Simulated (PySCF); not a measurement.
C3H12FGeNSi, SMILES [CH3][Ge]([CH3])([CH3])[NH][SiH2]F.

The structure is a stationary point at B3LYP-D3(BJ)/def2-SVP. This is a generated structure with no PubChem entry under its InChIKey; it may be hypothetical. Other conformers were not sampled.

Computed with TDDFT-ωB97X/def2-SVP (PySCF).

Vertical excitations. The molecule is in vacuum.

Task: Estimate the UV-visible absorptions. (An estimate is asked for; the answer gives what the named calculation found.)

Result: 
| state | energy (eV) | λ (nm) | f | main pairs |
|---|---|---|---|---|
| S1 | 7.50 | 165 | 0.034 | HOMO→LUMO 61 %, HOMO→LUMO+1 19 %, HOMO→LUMO+2 10 % |
| S2 | 8.29 | 150 | 0.082 | HOMO→LUMO+1 60 %, HOMO→LUMO+2 13 % |
| S3 | 8.77 | 141 | 0.115 | HOMO→LUMO+2 55 %, HOMO→LUMO 18 %, HOMO−2→LUMO 13 % |
| S4 | 9.02 | 137 | 0.094 | HOMO→LUMO+5 28 %, HOMO→LUMO+3 27 %, HOMO→LUMO+4 16 %, HOMO−2→LUMO+1 6 % |
| S5 | 9.08 | 136 | 0.087 | HOMO→LUMO+3 39 %, HOMO−1→LUMO 15 %, HOMO→LUMO+5 13 %, HOMO→LUMO+4 10 % |
| S6 | 9.24 | 134 | 0.105 | HOMO−1→LUMO 53 %, HOMO−1→LUMO+1 11 %, HOMO→LUMO+3 11 % |
| S7 | 9.47 | 131 | 0.097 | HOMO−3→LUMO+1 43 %, HOMO−3→LUMO+3 13 %, HOMO−3→LUMO+2 10 % |
| S8 | 9.51 | 130 | 0.002 | HOMO−1→LUMO+1 30 %, HOMO−3→LUMO 16 %, HOMO−3→LUMO+2 11 %, HOMO−1→LUMO 9 % |
| S9 | 9.57 | 130 | 0.020 | HOMO−3→LUMO 35 %, HOMO−1→LUMO+1 15 %, HOMO−3→LUMO+2 14 %, HOMO−1→LUMO+2 10 % |
| S10 | 9.66 | 128 | 0.004 | HOMO−2→LUMO 31 %, HOMO−2→LUMO+1 17 %, HOMO→LUMO+9 9 % |
| T1 | 7.04 | 176 | 0 | HOMO→LUMO 53 %, HOMO→LUMO+1 24 %, HOMO→LUMO+2 9 % |
| T2 | 7.74 | 160 | 0 | HOMO→LUMO+1 48 %, HOMO→LUMO+2 26 % |
| T3 | 8.39 | 148 | 0 | HOMO→LUMO+2 35 %, HOMO→LUMO 21 %, HOMO−2→LUMO 14 %, HOMO→LUMO+1 9 % |
| T4 | 8.59 | 144 | 0 | HOMO→LUMO+5 53 %, HOMO→LUMO+3 15 % |
Triplets are in the Tamm–Dancoff approximation, which puts them higher than full response would, so one can lie above its singlet here.
